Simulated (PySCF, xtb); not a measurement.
GaH, SMILES [GaH] (connectivity only; charge and spin as stated), neutral, multiplicity 1.

Harmonic wavenumbers (cm⁻¹) from xtb with GFN2-xTB at its own minimum, in rising order: 913.

Task: What does PBE0-D3(BJ)/def2-TZVPD in PySCF give at its own minimum? (The exact figures need the calculation; the answer reports its results.)

Result: 1598. Paired by order, the mean absolute difference is 685 cm⁻¹ and the zero-point energies are 1.3 and 2.3 kcal/mol.
